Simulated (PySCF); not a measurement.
Ortho-tolunitrile, C8H7N.
SMILES with atom numbers: `[CH3:1][c:2]1[cH:3][cH:4][cH:5][cH:6][c:7]1[C:8]#[N:9]` (hydrogens: H10, H11, H12 on C1; H13 on C3; H14 on C4; H15 on C5; H16 on C6)

A GFN2-xTB structure was refined with PySCF, PBE0-D3(BJ)/def2-TZVP geometry optimisation, gas phase. Its GFN2-xTB values:

| coordinate | GFN2-xTB |
| --- | --- |
| C1–C2 | 1.516 Å |
| C1–H10 | 1.108 Å |
| C2–C3 | 1.399 Å |
| C2–C7 | 1.396 Å |
| C3–C4 | 1.333 Å |
| C3–H13 | 1.091 Å |
| C4–C5 | 1.404 Å |
| C4–H14 | 1.116 Å |
| C5–C6 | 1.373 Å |
| C5–H15 | 1.081 Å |
| C6–C7 | 1.406 Å |
| C6–H16 | 1.070 Å |
| C7–C8 | 1.412 Å |
| C8≡N9 | 1.136 Å |
| C1–C2–C3 | 123.2° |
| C1–C2–C7 | 118.6° |
| C2–C7–C6 | 120.0° |
| C2–C7–C8 | 120.1° |
| C3–C2–C7 | 118.2° |
| C3–C4–C5 | 122.2° |
| C4–C5–C6 | 118.0° |
| C7–C8–N9 | 178.1° |

Q: How do these coordinates change at the PBE0-D3(BJ)/def2-TZVP level?

A: 
```tsv
coordinate	PBE0-D3(BJ)/def2-TZVP (Å or °)	change
C3–C4	1.387	+0.054
C4–H14	1.084	-0.032
C1–C2	1.494	-0.022
C1–H10	1.090	-0.018
C4–C5	1.387	-0.017
C8≡N9	1.152	+0.016
C7–C8	1.427	+0.015
C6–H16	1.083	+0.013
C6–C7	1.394	-0.012
C2–C3	1.389	-0.010
C5–C6	1.382	+0.009
C2–C7	1.403	+0.007
C3–H13	1.084	-0.007
C5–H15	1.083	+0.002
C1–C2–C7	120.9	+2.3
C3–C4–C5	120.4	-1.8
C1–C2–C3	121.6	-1.6
C4–C5–C6	119.5	+1.5
C2–C7–C6	121.3	+1.3
C7–C8–N9	179.4	+1.3
C2–C7–C8	119.4	-0.7
C3–C2–C7	117.5	-0.7
```

The energy falls by 0.164 eV over 7 energy and gradient evaluations, the largest force component goes from 0.0714 to 3.5e-04 Eh/bohr, and the atoms move by 0.061 Å rms after alignment. The bond that changes most is C3–C4 (both ends aromatic CH carbon), which lengthens by 0.054 Å. Bonds longer at the end by more than 0.005 Å: 8 of 16; shorter: 7. Rotational constants go from 2946, 1526, 1012 to 2922, 1517, 1005 MHz.

The run used 321 basis functions and 58 SCF cycles in all.

Whether it is a minimum is left open (no frequencies).
